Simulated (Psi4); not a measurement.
C2H8AsGa, charge +1, doublet, geometry from GFN2-xTB (such geometries of metal compounds can be far from the true shape) (a state made from the parent by changing its charge; the spin is typed, not shown lowest); M06-2X/STO-3G in Psi4 1.11.

Input for Psi4:
```
memory 2 GB

molecule {
1 2
  Ga    0.50532976   -0.76912323    0.42856976
  C     2.18075088   -1.00822260   -0.74843106
  H     2.93941108   -1.57004154   -0.19530775
  H     2.57382580   -0.02181408   -1.01762987
  H     1.91600849   -1.55731978   -1.65780981
  C    -0.66388948   -1.32958246    2.03113939
  H    -1.46056417   -1.99795485    1.68894488
  H    -1.10506600   -0.43500887    2.48407627
  H    -0.04740564   -1.85190956    2.76894452
  As   -0.81687037    1.33545781   -0.68067958
  H    -2.07682793    0.51836621   -0.56405774
  H    -0.54905036    0.71522543   -2.02664659
}

set basis sto-3g
set reference uks
set dft_pruning_scheme robust

energy('m06-2x')
print_variables()
```

Output, abridged:

```
   => Loading Basis Set <=

    Name: STO-3G
    Role: ORBITAL
    Keyword: BASIS

         ---------------------------------------------------------
                                   SCF
               by Justin Turney, Rob Parrish, Andy Simmonett
                          and Daniel G. A. Smith
                              UKS Reference
         ---------------------------------------------------------

  ==> Geometry <==

    Molecular point group: c1
    Full point group: C1

    Geometry (in Angstrom), charge = 1, multiplicity = 2:

       Center              X                  Y                   Z               Mass
    ------------   -----------------  -----------------  -----------------  -----------------
         GA           0.539218041115    -0.841545202192     0.454569362731    68.925573500000
         C            2.214639161115    -1.080644572192    -0.722431457269    12.000000000000
         H            2.973299361115    -1.642463512192    -0.169308147269     1.007825032230
         H            2.607714081115    -0.094236052192    -0.991630267269     1.007825032230
         H            1.949896771115    -1.629741752192    -1.631810207269     1.007825032230
         C           -0.630001198885    -1.402004432192     2.057138992731    12.000000000000
         H           -1.426675888885    -2.070376822192     1.714944482731     1.007825032230
         H           -1.071177718885    -0.507430842192     2.510075872731     1.007825032230
         H           -0.013517358885    -1.924331532192     2.794944122731     1.007825032230
         AS          -0.782982088885     1.263035837808    -0.654679977269    74.921594570000
         H           -2.042939648885     0.445944237808    -0.538058137269     1.007825032230
         H           -0.515162078885     0.642803457808    -2.000646987269     1.007825032230

  Running in c1 symmetry.

  Rotational constants: A =      0.12325  B =      0.04502  C =      0.03370 [cm^-1]
  Rotational constants: A =   3694.83938  B =   1349.77363  C =   1010.15464 [MHz]
  Nuclear repulsion =  480.276006281077969

  Charge       = 1
  Multiplicity = 2
  Electrons    = 83
  Nalpha       = 42
  Nbeta        = 41

  ==> Algorithm <==

  SCF Algorithm Type is DF.
  DIIS enabled.
  MOM disabled.
  Fractional occupation disabled.
  Guess Type is SAD.
  Energy threshold   = 1.00e-06
  Density threshold  = 1.00e-06
  Integral threshold = 1.00e-12

  ==> Primary Basis <==

  Basis Set: STO-3G
    Blend: STO-3G
    Number of shells: 30
    Number of basis functions: 54
    Number of Cartesian functions: 56
    Spherical Harmonics?: true
    Max angular momentum: 2

  ==> DFT Potential <==

   => LibXC <=

    Version 7.1.2
    S. Lehtola, C. Steigemann, M. J. T. Oliveira, and M. A. L. Marques,  SoftwareX 7, 1–5 (2018) (10.1016/j.softx.2017.11.002)

   => Composite Functional: M06-2X <=

    Hybrid M06-2X Meta-GGA XC Functional  (10.1007/s00214-007-0310-x)
    Y. Zhao and D. G. Truhlar,  Theor. Chem. Acc., 120, 215, 2008

    Deriv               =              1
    GGA                 =           TRUE
    Meta                =           TRUE

    Exchange Hybrid     =           TRUE
    MP2 Hybrid          =          FALSE

   => Exchange Functionals <=

    1.0000   XC_HYB_MGGA_X_M06_2X

   => Exact (HF) Exchange <=

    0.5400               HF

   => Correlation Functionals <=

    1.0000   XC_MGGA_C_M06_2X

   => LibXC Density Thresholds  <==

    XC_MGGA_C_M06_2X:  1.00E-12
    XC_HYB_MGGA_X_M06_2X:  1.00E-15

   => Molecular Quadrature <=

    Radial Scheme          =       TREUTLER
    Pruning Scheme         =         ROBUST
    Pruning Type           =         REGION
    Nuclear Scheme         =       TREUTLER

    Blocking Scheme        =         OCTREE
    BS radius alpha        =              1
    Pruning alpha          =              1
    Radial Points          =             75
    Spherical Points       =            302
    Total Points           =         174716
[...]
   @DF-UKS iter   6: -4192.67017701050372   -4.57109e-02   4.94682e-04 DIIS/ADIIS
   @DF-UKS iter   7: -4192.67176417469545   -1.58716e-03   2.56106e-04 DIIS/ADIIS
   @DF-UKS iter   8: -4192.67226088687130   -4.96712e-04   1.36800e-04 DIIS/ADIIS
   @DF-UKS iter   9: -4192.67237487654802   -1.13990e-04   9.29190e-05 DIIS
   @DF-UKS iter  10: -4192.67243517384668   -6.02973e-05   5.98541e-05 DIIS
   @DF-UKS iter  11: -4192.67250320858693   -6.80347e-05   5.86631e-05 DIIS
   @DF-UKS iter  12: -4192.67266173073313   -1.58522e-04   4.80652e-05 DIIS
   @DF-UKS iter  13: -4192.67284940627178   -1.87676e-04   3.58910e-05 DIIS
   @DF-UKS iter  14: -4192.67289189566691   -4.24894e-05   1.26388e-05 DIIS
   @DF-UKS iter  15: -4192.67289709349279   -5.19783e-06   4.99137e-06 DIIS
   @DF-UKS iter  16: -4192.67289748401799   -3.90525e-07   4.34069e-06 DIIS
   @DF-UKS iter  17: -4192.67289772700224   -2.42984e-07   4.00982e-06 DIIS
   @DF-UKS iter  18: -4192.67289821899340   -4.91991e-07   3.69500e-06 DIIS
   @DF-UKS iter  19: -4192.67290000658613   -1.78759e-06   2.99423e-06 DIIS
   @DF-UKS iter  20: -4192.67290095207045   -9.45484e-07   1.42720e-06 DIIS
   @DF-UKS iter  21: -4192.67290117584071   -2.23770e-07   9.90371e-07 DIIS
  Energy and wave function converged.

  ==> Post-Iterations <==

   Electrons on quadrature grid:
      Nalpha   =   41.9999907540 ; deviation = -9.246e-06
      Nbeta    =   40.9999930501 ; deviation = -6.950e-06
      Ntotal   =   82.9999838041 ; deviation = -1.620e-05

   @Spin Contamination Metric:   6.062186182E-03
   @S^2 Expected:                7.500000000E-01
   @S^2 Observed:                7.560621862E-01
   @S   Expected:                5.000000000E-01
   @S   Observed:                5.000000000E-01

    Orbital Energies [Eh]
    ---------------------

    Alpha Occupied:

[...]
    Alpha Virtual:

[...]
    Beta Occupied:

[...]
    Beta Virtual:

[...]
      54A      0.369079

    Final Occupation by Irrep:
              A
    DOCC [    41 ]
    SOCC [     1 ]
    NA   [    42 ]
    NB   [    41 ]

  @DF-UKS Final Energy: -4192.67290117584071

   => Energetics <=

    Nuclear Repulsion Energy =            480.2760062810779687
    One-Electron Energy =               -6797.9195604381702651
    Two-Electron Energy =                2205.8811946463697495
    DFT Exchange-Correlation Energy =     -80.9105416651181457
    Empirical Dispersion Energy =           0.0000000000000000
    VV10 Nonlocal Energy =                  0.0000000000000000
    Total Energy =                      -4192.6729011758416164

  UHF NO Occupations:
  HONO-2 :   40  A 1.9998920
  HONO-1 :   41  A 1.9971475
  HONO-0 :   42  A 1.0000000
  LUNO+0 :   43  A 0.0028525
  LUNO+1 :   44  A 0.0001080
  LUNO+2 :   45  A 0.0000503
  LUNO+3 :   46  A 0.0000115

Computation Completed

Properties will be evaluated at   0.000000,   0.000000,   0.000000 [a0]

Properties computed using the SCF density matrix

 Multipole Moments:

 ------------------------------------------------------------------------------------
     Multipole            Electronic (a.u.)      Nuclear  (a.u.)        Total (a.u.)
 ------------------------------------------------------------------------------------

 L = 1.  Multiply by 2.5417464519 to convert [e a0] to [Debye]
 Dipole X            :         -4.8841556            5.3793239            0.4951683
 Dipole Y            :         10.2194764          -11.4960458           -1.2765695
 Dipole Z            :         -3.7774577            4.1270994            0.3496417
 Magnitude           :                                                    1.4131775

 ------------------------------------------------------------------------------------

  Variable Map:
  ----------------------------------------------------------------------------
[...]
  Array Variable Map:
  ----------------------------------------------------------------------------
[...]
[...]
```
